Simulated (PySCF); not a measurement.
**V⁺: excitation energy**

V⁺ [Ar] 3d4 (5D) → V⁺ [Ar] 3d3 4s1 (5F), as a difference of total energies. Computed with PySCF 2.14 in dyall-av2z (16s12p7d2f, 101 functions), with the non-relativistic Hamiltonian (point nucleus). Correlated levels: valence: [Ar] frozen; virtual orbitals above 40 to 60 times the deepest correlated orbital energy dropped. The calculations carry no spin-orbit coupling.

```csv
method,excitation energy (eV)
UHF,-0.223
LDA,0.926
PBE,0.743
PBE0,0.652
LC-wPBE,0.958
PBEsol,0.856
HSE06,0.600
SCS-MP2 (valence),-0.068
```

Task: Estimate what MP2 (valence) gives.

Result: 0.240 eV, closest to SCS-MP2 (valence) among the rows shown.

Task: Estimate what B2PLYP gives.

Result: 0.418 eV, closest to HSE06 among the rows shown.

These non-relativistic numbers lack the scalar-relativistic shift.

Errors of the correlated levels include the incompleteness of this basis and the frozen core.

For comparison: 0.337 eV (measured; NIST levels, between the centres of gravity of the two terms).
